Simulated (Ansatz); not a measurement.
M(NH3)Cl with several metals: r2SCAN-D4/def2-TZVP single points in Ansatz on relaxed structures, gas phase. Core potentials for Ag, Au, no spin–orbit coupling. Binding counts from free atoms in the multiplicity of their measured ground term, without zero-point energy. Names give formal oxidation states. The structures are stationary points that may keep the symmetry of their start. Remarks come from the PBE and PBE0 runs and from stability tests at other levels; not every state was tested. HOMO above LUMO (over both spins in singlets and doublets, within one spin in higher multiplets; at PBE or PBE0), or a gap under 0.15 eV within one spin, warns that the state may not be the lowest or that an electron is smeared out.

**Question.** Estimate the order by gap (eV), lowest first.
A. Cu(NH3)Cl (CuNClH3) (singlet)
B. Au(NH3)Cl (AuNClH3) (singlet)
C. Ag(NH3)Cl (AgNClH3) (singlet)

**Answer.** A (4.15), C (4.29), B (4.60).

In full:

```
            species  atoms    state            geometry  HOMO (eV)  LUMO (eV)  gap (eV)  vertical IE (eV)  vertical triplet (eV)  binding per atom (eV)  point group (within 0.1 Å)                                                                                                            remarks
Au(NH3)Cl (AuNClH3)      6  singlet   PBE0-D4/def2-TZVP      -5.84      -1.24      4.60              9.12                   4.71                   2.96                         C3v  gap within one spin near zero at PBE or PBE0 (+1 doublet), gap within one spin near zero at PBE or PBE0 (triplet)
Cu(NH3)Cl (CuNClH3)      6  singlet  B3LYP-D4/def2-TZVP      -5.22      -1.06      4.15              8.73                   4.25                   3.06                         C3v  gap within one spin near zero at PBE or PBE0 (+1 doublet), gap within one spin near zero at PBE or PBE0 (triplet)
Ag(NH3)Cl (AgNClH3)      6  singlet    PBE-D4/def2-TZVP      -5.72      -1.43      4.29              9.10                   4.53                   2.90                         C3v  gap within one spin near zero at PBE or PBE0 (+1 doublet), gap within one spin near zero at PBE or PBE0 (triplet)
```

The gap (eV) runs from 4.15 (Cu(NH3)Cl) to 4.60 (Au(NH3)Cl). The vertical IE (eV) runs from 8.73 (Cu(NH3)Cl) to 9.12 (Au(NH3)Cl). The vertical triplet (eV) runs from 4.25 (Cu(NH3)Cl) to 4.71 (Au(NH3)Cl).
